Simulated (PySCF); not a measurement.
# Deuteron quadrupole couplings in `C[SiH](C)C[SiH2]F`

Species: C3H11FSi2.
Z-matrix (Å and degrees, GFN2-xTB geometry), rows numbered from 1:
```
C 
Si  1  1.9012
C   2  1.8991  1  110.38
C   2  1.9153  1  109.51  3  -121.30
Si  4  1.8901  2  116.46  1    51.65
F   5  1.6150  4  108.46  2    53.31
H   1  1.0857  2  111.21  3   -65.23
H   1  1.0861  2  111.43  3   174.81
H   1  1.0863  2  111.26  3    54.63
H   2  1.4783  1  109.34  3   120.68
H   3  1.0859  2  111.24  1   173.25
H   3  1.0859  2  111.49  1    53.19
H   3  1.0857  2  111.11  1   -67.04
H   4  1.0894  2  108.64  1   -70.92
H   4  1.0905  2  108.18  1   174.63
H   5  1.4584  4  113.19  2   168.01
H   5  1.4567  4  113.58  2   -61.81
```

Level: PBE0/pcSseg-1 (PySCF, non-relativistic); Q(2H) = 0.00286 b; rigid geometry, the same for H and D, with no vibrational averaging.

Problem. Rank these positions by the coupling χzz of a deuteron there, largest first.
A. H7 (methyl hydrogen)
B. H15 (methylene hydrogen)
C. H10 (Si–H hydrogen)
D. H17 (Si–H hydrogen)

Solution. A (220 kHz), B (215 kHz), D (110 kHz), C (103 kHz).

Problem. Tabulate Vzz, the asymmetry η and χzz = 234.96 MHz × Q × Vzz for every hydrogen position.

Solution. 
```
atom  bonded to  bond length (Å)  Vzz (au)     η  χzz (kHz)
  H7         C1            1.086    0.3269  0.01        220
  H8         C1            1.086    0.3262  0.01        219
  H9         C1            1.086    0.3243  0.01        218
 H10        Si2            1.478    0.1527  0.00        103
 H11         C3            1.086    0.3267  0.01        220
 H12         C3            1.086    0.3267  0.01        220
 H13         C3            1.086    0.3213  0.01        216
 H14         C4            1.089    0.3232  0.01        217
 H15         C4            1.090    0.3202  0.01        215
 H16        Si5            1.458    0.1623  0.02        109
 H17        Si5            1.457    0.1635  0.01        110
```

Problem. Average by the element that carries the hydrogen.

Solution. on C: 218 kHz over 8 positions, mean bond length 1.087 Å; on Si: 107 kHz over 3 positions, mean bond length 1.464 Å.

Isolated species at its GFN2-xTB geometry (one conformer only). GFN2-xTB bond lengths can be off by several hundredths of an ångström, more for odd bonds, and the gradients follow them. The basis is small and wasn't made for field gradients, so the couplings can be 20 % off.
